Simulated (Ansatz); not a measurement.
Ansatz results at the PBE0-D4/def2-TZVP geometry: zero-point energy (PBE0-D4/def2-TZVP) 206.5 kJ/mol; size of the dipole moment (ωB97M-V/def2-TZVPP) 0.67 D; LUMO energy (B3LYP/def2-TZVPP) 0.63 eV.

Each molecule was computed in one conformer, which needn't be the lowest.

Question: Which molecule gave them?
A. `N/C=C1/CO1`
B. `N=CC1CO1`
C. `BC(CF)N=C`
D. `COC#CN`

Answer: D. The others give `N=CC1CO1`: 209.9, 2.03, -0.86; `BC(CF)N=C`: 261.6, 3.18, -1.84; `N/C=C1/CO1`: 209.5, 1.61, 0.75.

B3LYP here is the variant with VWN-RPA as its local correlation; programs differ in this.
